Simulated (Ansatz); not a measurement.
ZrBrCl₃. The state is a singlet with charge 0. Geometry PBE0-D4/def2-SVP; atoms count from 1.

```xyz
5

Zr    0.023    0.014    0.018
Br   -1.731   -1.042   -1.365
Cl   -0.083   -0.834    2.175
Cl   -0.314    2.309    0.068
Cl    2.105   -0.447   -0.897
```

In the def2 sets Zr takes a core potential; there is no spin–orbit coupling.

Q: Estimate the Mulliken populations from the PBE0/def2-TZVP orbitals of Ansatz.

A: 
```csv
atom,charge (e),d electrons
Zr1,1.32,2.01
Br2,-0.32,–
Cl3,-0.33,–
Cl4,-0.33,–
Cl5,-0.33,–
```
Mulliken values and Mayer orders depend strongly on the basis.

Q: And the Mayer bond orders between bonded heavy atoms (over 0.3)?

A: Zr1–Br2 1.11 (2.47 Å); Zr1–Cl3 1.12 (2.32 Å); Zr1–Cl4 1.12 (2.32 Å); Zr1–Cl5 1.12 (2.32 Å).
